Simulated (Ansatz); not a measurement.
`CI` → `[CH2]` (triplet) + HI at 500 K and 1 bar (formal loss of a carbene).

Isolated molecules relaxed with PBE0-D4/def2-TZVP in Ansatz; ΔE leaves out vibrations. CCSD(T)/CBS is the MP2 limit (def2-TZVPP, def2-QZVPP) plus CCSD(T) − MP2 in def2-TZVPP, frozen cores. This one scheme is used for every species. Triplets are unrestricted, without spin–orbit coupling. Elements past krypton have def2 core potentials. For I outer-core shells are correlated without core-valence functions, which leaves a few kJ/mol of doubt a bond.

```json
{"species": "`CI`", "CCSD(T)/CBS energy (Eh)": "-337.29646", "H − E (kJ/mol)": "117.2", "S (J/(mol·K))": "279.4"}
{"species": "`[CH2]` (triplet)", "CCSD(T)/CBS energy (Eh)": "-39.09499", "H − E (kJ/mol)": "62.7", "S (J/(mol·K))": "213.9"}
{"species": "HI", "CCSD(T)/CBS energy (Eh)": "-298.03592", "H − E (kJ/mol)": "28.6", "S (J/(mol·K))": "221.6"}
```

H − E and S are ideal-gas, rigid-rotor, harmonic terms from PBE0-D4/def2-TZVP, with the whole ground term of open shells counted as degenerate. 1 Eh = 2625.50 kJ/mol, R = 8.31446 J/(mol·K).

By hand: ΔE, ΔH, ΔS and ΔG.

ΔE = (-39.09499) + (-298.03592) − (-337.29646) = 0.16555 Eh = 434.7 kJ/mol. Δ(H − E) = 62.7 + 28.6 − 117.2 = -25.9, so ΔH = 408.8 kJ/mol. ΔS = 213.9 + 221.6 − 279.4 = 156.1 J/(mol·K). ΔG = 408.8 − 500 × (156.1)/1000 = 330.8 kJ/mol.

By hand: the equilibrium constant, and the temperature at which ΔG would vanish if ΔH and ΔS stayed fixed.

log₁₀ K = −ΔG/(RT ln 10) = -34.6. ΔG = 0 at ΔH/ΔS = 2619 K, far beyond where these terms or the molecules hold.

The number of gas molecules changes by +1, which sets the sign of ΔS. A doubt of 5 kJ/mol in ΔE shifts log₁₀ K by 0.5 here. A triplet takes part, so the spin changes. These are equilibria of isolated gas molecules and say nothing of rates. Largest T1 diagnostic: 0.011 (customary marks: 0.02 for closed shells, 0.045 for open ones).
